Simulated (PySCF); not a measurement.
**Mayer bond orders and bond lengths**

Compound: C₈H₁₂OSi.
Atom-mapped SMILES: `[CH:1]#[C:2]/[CH:3]=[C:4](/[C:5]([CH3:6])=[O:7])[SiH:8]([CH3:9])[CH3:10]` (hydrogens: H11 on C1; H12 on C3; H13, H14, H15 on C6; H16 on Si8; H17, H18, H19 on C9; H20, H21, H22 on C10)

Structure used (GFN2-xTB), in Å, numbered top down from 1:
```xyz
22
C8H12OSi angstrom
C      0.2287    3.3189   -1.7532
C      0.6658    2.3094   -1.2669
C      1.2616    1.1692   -0.7054
C      0.5828    0.1429   -0.1677
C      1.2813   -0.9825    0.4666
C      2.6486   -1.3610   -0.0537
O      0.7508   -1.5938    1.3723
Si    -1.3137    0.0677    0.0109
C     -1.7730    0.6159    1.7719
C     -1.9078   -1.6975   -0.3622
H     -0.1803    4.1852   -2.1805
H      2.3475    1.1925   -0.7075
H      3.3828   -0.6357    0.2939
H      2.9250   -2.3404    0.3285
H      2.6555   -1.3693   -1.1409
H     -1.8695    0.9954   -0.9904
H     -1.3113   -0.0342    2.5089
H     -2.8477    0.5838    1.9230
H     -1.4399    1.6317    1.9654
H     -1.4915   -2.4067    0.3461
H     -1.6162   -2.0121   -1.3605
H     -2.9898   -1.7601   -0.2994
```

Bond orders from the PBE0/pcSseg-1 density (PySCF). Isolated species at its GFN2-xTB geometry (one conformer only).

Task: Where do the orders between heavy atoms depart from those drawn in the SMILES?

Result: The largest departure is 0.651, at C1–C2 (drawn triple, 2.349). Drawn single, order above 1.12: C2–C3 (1.140). Drawn single, order below 0.88: C4–Si8 (0.768). Drawn double or triple, more than 0.30 short of the drawn order: C1–C2 (2.349).

Task: Give the Mayer order of every bond, beside its length.

Result: 
```json
{"bond": "C1–C2", "drawn as": "triple", "length (Å)": "1.203", "Mayer order": "2.349"}
{"bond": "C2–C3", "drawn as": "single", "length (Å)": "1.404", "Mayer order": "1.140"}
{"bond": "C3–C4", "drawn as": "double", "length (Å)": "1.343", "Mayer order": "1.750"}
{"bond": "C4–C5", "drawn as": "single", "length (Å)": "1.469", "Mayer order": "1.003"}
{"bond": "C5–C6", "drawn as": "single", "length (Å)": "1.511", "Mayer order": "1.031"}
{"bond": "C5–O7", "drawn as": "double", "length (Å)": "1.215", "Mayer order": "1.938"}
{"bond": "C4–Si8", "drawn as": "single", "length (Å)": "1.906", "Mayer order": "0.768"}
{"bond": "Si8–C9", "drawn as": "single", "length (Å)": "1.901", "Mayer order": "0.976"}
{"bond": "Si8–C10", "drawn as": "single", "length (Å)": "1.899", "Mayer order": "0.968"}
{"bond": "C1–H11", "drawn as": "single", "length (Å)": "1.049", "Mayer order": "1.150"}
{"bond": "C3–H12", "drawn as": "single", "length (Å)": "1.086", "Mayer order": "0.929"}
{"bond": "C6–H13", "drawn as": "single", "length (Å)": "1.089", "Mayer order": "0.930"}
{"bond": "C6–H14", "drawn as": "single", "length (Å)": "1.087", "Mayer order": "0.952"}
{"bond": "C6–H15", "drawn as": "single", "length (Å)": "1.087", "Mayer order": "0.949"}
{"bond": "Si8–H16", "drawn as": "single", "length (Å)": "1.474", "Mayer order": "0.940"}
{"bond": "C9–H17", "drawn as": "single", "length (Å)": "1.086", "Mayer order": "0.948"}
{"bond": "C9–H18", "drawn as": "single", "length (Å)": "1.086", "Mayer order": "0.957"}
{"bond": "C9–H19", "drawn as": "single", "length (Å)": "1.086", "Mayer order": "0.956"}
{"bond": "C10–H20", "drawn as": "single", "length (Å)": "1.085", "Mayer order": "0.948"}
{"bond": "C10–H21", "drawn as": "single", "length (Å)": "1.087", "Mayer order": "0.957"}
{"bond": "C10–H22", "drawn as": "single", "length (Å)": "1.086", "Mayer order": "0.960"}
```

By pair of heavy elements: C–C: lowest C4–C5 (1.003, 1.469 Å), highest C1–C2 (2.349, 1.203 Å); in 1 of the 10 pairs the longer bond (by over 0.003 Å) has the higher order (by 0.02 or more). C–Si: lowest C4–Si8 (0.768, 1.906 Å), highest Si8–C9 (0.976, 1.901 Å).

Task: Sum the orders of all bonds at each heavy atom with more than one neighbour and set the sums beside the valence in the SMILES.

Result: C1 3.499 (drawn 4), C2 3.489 (drawn 4), C3 3.819 (drawn 4), C4 3.521 (drawn 4), C5 3.972 (drawn 4), C6 3.862 (drawn 4), Si8 3.652 (drawn 4), C9 3.837 (drawn 4), C10 3.833 (drawn 4). Orders between atoms that aren't bonded are not in these sums.

For a closed shell the Mayer order of atoms A and B is Σ (PS)μν (PS)νμ over the basis functions μ on A and ν on B, with P the density and S the overlap matrix.

These values come from a run that also computed NMR shieldings. On one thread of an Arm Neoverse N1, no GPU, shared host with 64 logical CPUs at a one-minute load of 62, this took 1.8 min of wall time and 1.2 GiB of memory at its peak.
